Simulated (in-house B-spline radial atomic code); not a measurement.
Configurations of F²⁺, with energies counted from [He] 2s2 2p3. All numbers are computed (Dirac-Hartree-Fock, average of configuration; Fermi nucleus of rms radius 2.8976 fm) with an all-electron radial atomic-structure program (B-spline basis), not measured. Energies include first-order Breit, QED and recoil terms.

Occupations are held fixed; configurations that lie above the ionisation limit could autoionise.

```json
{"configuration": "[He] 2s2 2p2 3s1", "E - E(ref) (eV)": "36.568", "highest orbital": "3s1/2", "its <r> (bohr)": "2.754"}
{"configuration": "[He] 2s2 2p2 3d1", "E - E(ref) (eV)": "45.197", "highest orbital": "3d5/2", "its <r> (bohr)": "3.287"}
{"configuration": "[He] 2s2 2p2 4d1", "E - E(ref) (eV)": "51.386", "highest orbital": "4d5/2", "its <r> (bohr)": "6.704"}
{"configuration": "[He] 2s2 2p2 6s1", "E - E(ref) (eV)": "55.004", "highest orbital": "6s1/2", "its <r> (bohr)": "14.31"}
{"configuration": "[He] 2s2 2p2 6d1", "E - E(ref) (eV)": "55.807", "highest orbital": "6d5/2", "its <r> (bohr)": "16.55"}
{"configuration": "[He] 2s1 2p3 4d1", "E - E(ref) (eV)": "70.489", "highest orbital": "4d5/2", "its <r> (bohr)": "6.696"}
{"configuration": "[He] 2s1 2p3 5d1", "E - E(ref) (eV)": "73.363", "highest orbital": "5d5/2", "its <r> (bohr)": "11.12"}
{"configuration": "[He] 2s1 2p3 5f1", "E - E(ref) (eV)": "73.499", "highest orbital": "5f7/2", "its <r> (bohr)": "10.48"}
{"configuration": "[He] 2s1 2p3 6f1", "E - E(ref) (eV)": "74.997", "highest orbital": "6f7/2", "its <r> (bohr)": "15.98"}
```

Q: Order these further configurations by energy, lowest first.
A. [He] 2s2 2p2 5d1
B. [He] 2s2 2p2 5s1
C. [He] 2s2 2p2 6f1
D. [He] 2s2 2p2 6g1
E. [He] 2s1 2p3 5g1

A: B (52.797 eV), A (54.255 eV), C (55.885 eV), D (55.888 eV), E (73.503 eV).

Q: How far above the reference does [He] 2s2 2p2 5f1 lie?

A: 54.387 eV; its least bound orbital is 5f7/2 with <r> = 10.48 bohr.

Q: How far above the reference does [He] 2s2 2p2 4f1 lie?

A: 51.631 eV; its least bound orbital is 4f7/2 with <r> = 5.991 bohr.

Q: How far above the reference does [He] 2s1 2p4 lie?

A: 21.399 eV; its least bound orbital is 2p3/2 with <r> = 0.9 bohr.
